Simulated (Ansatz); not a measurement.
Consider the redistribution: `[NH]=[Ta]([NH2])([NH2])[OH]` + `C[S][Cd][Cl]` → `[NH]=[Ta]([NH2])([OH])[Cl]` + `C[S][Cd][NH2]`.

Gas-phase electronic energies from Ansatz, PBE0-D4/def2-TZVP geometries. CBS: MP2 limit from def2 TZ/QZ plus the TZ coupled-cluster correction, frozen cores. Functionals use def2-TZVPP. B3LYP here is the variant with VWN-RPA as its local correlation; programs differ in this. def2 core potentials past Kr. For Cd, Ta outer-core shells are correlated without core-valence functions, which leaves a few kJ/mol of doubt a bond. Each species was taken in one conformer, which may not be the lowest.

`[NH]=[Ta]([NH2])([NH2])[OH]`:

Cartesian coordinates in Å:
```
N -0.785 -1.193 1.172
Ta 0.005 0.075 0.223
N -1.353 0.702 -1.094
N 1.572 -0.789 -0.653
O 0.621 1.584 1.240
H -1.215 -1.853 1.796
H -2.270 0.303 -1.219
H -1.201 1.437 -1.770
H 2.229 -0.312 -1.253
H 1.797 -1.770 -0.608
H 0.600 1.816 2.166
```

`C[S][Cd][Cl]`:

```xyz
7

C     0.158    0.151   -1.253
S     0.415   -1.285   -0.162
Cd   -0.175   -0.458    1.928
Cl   -0.747    0.321    3.996
H     0.806    0.985   -0.989
H     0.424   -0.187   -2.255
H    -0.882    0.474   -1.265
```

`[NH]=[Ta]([NH2])([OH])[Cl]`:

Cartesian coordinates in Å:
```
N 1.663 0.188 0.374
Ta -0.093 0.082 0.458
N -0.691 0.651 -1.331
O -0.666 -1.705 0.786
Cl -0.943 1.491 2.110
H 2.666 0.247 0.421
H -0.099 0.983 -2.076
H -1.651 0.587 -1.642
H -0.186 -2.524 0.900
```

`C[S][Cd][NH2]`:

Cartesian coordinates in Å:
```
C -0.872 -1.021 1.731
S -1.500 -0.985 0.021
Cd 0.069 0.329 -1.088
N 1.491 1.477 -1.932
H 0.113 -1.482 1.794
H -0.842 -0.027 2.175
H -1.573 -1.631 2.302
H 1.124 2.334 -2.327
H 1.990 1.004 -2.676
```

Problem. Is it downhill or uphill in electronic energy at CCSD(T)/CBS, and by how much? (Estimate.)

Solution. The calculation gave: Uphill: ΔE = +0.46 eV.

Problem. What do these levels give: BLYP-D4, B97M-V, B2PLYP, PBE-QIDH, PBE, revPBE, BLYP, r2SCAN, B3LYP, CAM-B3LYP, CCSD(T)/def2-TZVPP, MP2/CBS(def2)? (An estimate is asked.)

Solution. The calculation gave: BLYP-D4 0.38, B97M-V 0.42, B2PLYP 0.40, PBE-QIDH 0.43, PBE 0.36, revPBE 0.36, BLYP 0.38, r2SCAN 0.40, B3LYP 0.45, CAM-B3LYP 0.48, CCSD(T)/def2-TZVPP 0.39, MP2/CBS(def2) 0.36 eV.

Largest T1 diagnostic among the species: 0.018.

From BLYP to BHLYP (50 % exact exchange), in def2-TZVPP and without D4, ΔE moves by +0.18 eV. In def2-TZVPP, CCSD(T) changes the Hartree–Fock value by −0.34 eV (the triples alone add −0.06 eV) and MP2 by −0.44 eV. Leaving LDA and LC-ωPBE aside and taking each functional with its dispersion term where it has one, the values, not all of them listed here, spread over 0.20 eV, from PBE-D4 to BHLYP-D4.
